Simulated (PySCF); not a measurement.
Compound: cis-Sn(PH3)2F4.
Bonds: Sn1–P2, Sn1–F6, Sn1–P7, Sn1–F11, Sn1–F12, Sn1–F13. Hydrogens: H3, H4, H5 on P2; H8, H9, H10 on P7.

Theory: PySCF, PBE0-D3(BJ)/def2-SVP geometry optimisation, gas phase, def2 core potentials past Kr.

Problem. List the bond lengths and angles at this level.

Solution. 
```csv
bond,length (Å)
"Sn1–P2, Sn1–P7",2.757
"Sn1–F6, Sn1–F11",1.933
"Sn1–F12, Sn1–F13",1.950
P2–H3 and 5 like bonds,1.416
```

Bonds in one row agree within 0.01 Å and their mean is given. A selection of angles:
```csv
angle,degrees
P2–Sn1–F6,178.8
P2–Sn1–P7,99.1
P2–Sn1–F11,78.2
P2–Sn1–F12,80.3
P2–Sn1–F13,78.4
F6–Sn1–P7,80.8
F6–Sn1–F11,102.0
F6–Sn1–F12,100.8
F6–Sn1–F13,100.4
P7–Sn1–F11,175.5
P7–Sn1–F12,75.7
P7–Sn1–F13,82.0
F12–Sn1–F13,146.2
Sn1–P2–H3,125.1
Sn1–P2–H4,113.3
Sn1–P2–H5,116.0
H3–P2–H4,99.2
Sn1–P7–H8,120.2
Sn1–P7–H9,122.1
Sn1–P7–H10,111.9
```

Sn1 (tin bonded to 4 F and 2 P) has the three widest angles are 178.8°, 175.5° and 146.2°, the others run from 75.7° to 102.0°. P2 (phosphorus bonded to Sn and 3 H) has angles from 99.2° to 125.1°. The F–Sn distances run from 1.932 Å (Sn1–F6) to 1.953 Å (Sn1–F12), a spread of 0.021 Å.

Point group: near C2, missed by 0.13 Å at most; the miss may be what the optimiser left on a soft mode. No PBE0-D3(BJ)/def2-SVP frequencies stand behind this structure, so it isn't proved a minimum.

The run took 6.0 min of wall time on one thread of an Arm Neoverse V1, shared host with 64 logical CPUs at a one-minute load of 29, and the process peaked at 0.57 GiB of memory. These figures are those of the optimisation.
